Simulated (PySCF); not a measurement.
H4SeSi, SMILES [SiH3][SeH]. Heavy atoms are numbered as in [SiH3:1][SeH:2]. Hydrogens are named by the atom that carries them.

Geometry: PBE0-D3(BJ)/def2-TZVP.

Computed with PySCF with PBE0/pcSseg-2.

GIAO shieldings, no solvent; atoms alike by connectivity are averaged. δ = σ(ref) − σ: ²⁹Si against TMS (σ = 341.9 ppm); ⁷⁷Se against Me2Se (σ = 1739.2 ppm); ¹H against TMS (σ = 31.54 ppm), references at their B3LYP-D3(BJ)/def2-TZVP geometries, non-relativistic.

```tsv
nucleus	atoms	count	δ (ppm)
²⁹Si	Si1 (SiH3)	1	-59.9
⁷⁷Se	Se2 (SeH)	1	-523.6
¹H	H on Si1	3	4.90
¹H	H on Se2	1	0.53
```
